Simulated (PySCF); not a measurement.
# Energy of Cr²⁺ (chromium, charge +2) between two integer charges

The 3d alpha orbital of [Ar] 3d4 is emptied in steps (occupation f), with all orbitals relaxed, ending at [Ar] 3d3. All numbers are calculated (PySCF 2.14, the non-relativistic Hamiltonian (point nucleus), in def2-TZVP (6s4p4d1f, 45 functions)). The exact energy is a straight line in f; departures are measured from the line between the end points of the same method.

Question: Among PBE0, r2SCAN, LC-wPBE, which shows the largest delocalisation error (convex curve), and which is closest to linear?

Answer: Most convex: r2SCAN (-1.776 eV at f = 0.4); closest to linear: LC-wPBE (-0.682 eV).

```tsv
f	PBE0 (eV)	r2SCAN (eV)	LC-wPBE (eV)
1	0.000	0.000	0.000
0.8	-0.873	-1.176	-0.442
0.6	-1.318	-1.771	-0.672
0.4	-1.326	-1.776	-0.682
0.2	-0.889	-1.186	-0.460
0	0.000	0.000	0.000
```

```
 method  E(f=0) − E(f=1) (eV)  −ε at f=1 (eV)  −ε at f=0.4 (eV)
   PBE0                31.479          26.062            32.547
 r2SCAN                31.261          23.953            32.720
LC-wPBE                31.585          28.871            32.108
```

Reference removal energy between the ground levels: 30.959 ± 0.025 eV (measured; NIST Atomic Spectra Database, ionization energies). The calculation has no spin-orbit coupling. The determinant left behind need not be the lowest term of the ion.
